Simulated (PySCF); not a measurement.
As2, charge +1, doublet, at a GFN2-xTB geometry (a state made from the parent by changing its charge; the spin is typed, not shown lowest); PBE0/def2-SVP (PySCF).

The PySCF input:
```python
from pyscf import gto, scf, dft

mol = gto.M(
    atom='''
As   -0.00000000   -0.00000000   -1.09007048
As    0.00000000    0.00000000    1.09007048
''',
    basis='def2-svp',
    charge=1,
    spin=1,
    verbose=4,
)

mf = dft.UKS(mol)
mf.xc = 'pbe0'
mf.kernel()
```

Output, abridged:

```
PySCF version 2.14.0

[INPUT] verbose = 4
[INPUT] num. atoms = 2
[INPUT] num. electrons = 65
[INPUT] charge = 1
[INPUT] spin (= nelec alpha-beta = 2S) = 1
[INPUT] symmetry False subgroup None
[INPUT] Mole.unit = angstrom
[INPUT] Symbol           X                Y                Z      unit          X                Y                Z       unit  Magmom
[INPUT]  1 As     0.000000000000   0.000000000000  -1.090070480000 AA    0.000000000000   0.000000000000  -2.059934663673 Bohr   0.0
[INPUT]  2 As     0.000000000000   0.000000000000   1.090070480000 AA    0.000000000000   0.000000000000   2.059934663673 Bohr   0.0

nuclear repulsion = 264.32877197623
number of shells = 24
number of NR pGTOs = 148
number of NR cGTOs = 64
basis = def2-svp
ecp = {}

******** <class 'pyscf.dft.uks.UKS'> ********
method = UKS
initial guess = minao
damping factor = 0
level_shift factor = 0
DIIS = <class 'pyscf.scf.diis.CDIIS'>
diis_start_cycle = 1
diis_space = 8
diis_damp = 0
SCF conv_tol = 1e-09
SCF conv_tol_grad = None
SCF max_cycles = 50
direct_scf = True
direct_scf_tol = 1e-13
number electrons alpha = 33  beta = 32
XC library pyscf.dft.libxc version 7.1.2
    S. Lehtola, C. Steigemann, M. J. T. Oliveira, and M. A. L. Marques,  SoftwareX 7, 1–5 (2018)
XC functionals = pbe0
    C. Adamo and V. Barone,  J. Chem. Phys. 110, 6158 (1999)
    M. Ernzerhof and G. E. Scuseria,  J. Chem. Phys. 110, 5029 (1999)
radial grids:
    Treutler-Ahlrichs [JCP 102, 346 (1995); DOI:10.1063/1.469408] (M4) radial grids

becke partition: Becke, JCP 88, 2547 (1988); DOI:10.1063/1.454033
pruning grids: <function nwchem_prune>
grids dens level: 3
symmetrized grids: False
atomic radii adjust function: <function treutler_atomic_radii_adjust>
small_rho_cutoff = 0
Set gradient conv threshold to 3.16228e-05
tot grids = 40848
init E= -4469.2111700594

cycle= 1 E= -4470.29413892778  delta_E= -1.08  |g|=  0.2  |ddm|= 1.33
cycle= 2 E= -4470.303865552  delta_E= -0.00973  |g|= 0.186  |ddm|= 0.516
cycle= 3 E= -4470.31098948841  delta_E= -0.00712  |g|= 0.00755  |ddm|= 0.132
cycle= 4 E= -4470.31103655178  delta_E= -4.71e-05  |g|= 0.0023  |ddm|= 0.0233
cycle= 5 E= -4470.31104044738  delta_E= -3.9e-06  |g|= 0.000619  |ddm|= 0.00414
cycle= 6 E= -4470.31104076366  delta_E= -3.16e-07  |g|= 8.86e-05  |ddm|= 0.00111
cycle= 7 E= -4470.31104077295  delta_E= -9.3e-09  |g|= 7.93e-06  |ddm|= 0.000216
cycle= 8 E= -4470.31104077308  delta_E= -1.24e-10  |g|= 5.57e-07  |ddm|= 2.71e-05
Extra cycle  E= -4470.31104077307  delta_E= 5.46e-12  |g|= 1.79e-07  |ddm|= 1.47e-06
converged SCF energy = -4470.31104077307  <S^2> = 0.75193993  2S+1 = 2.001939
```
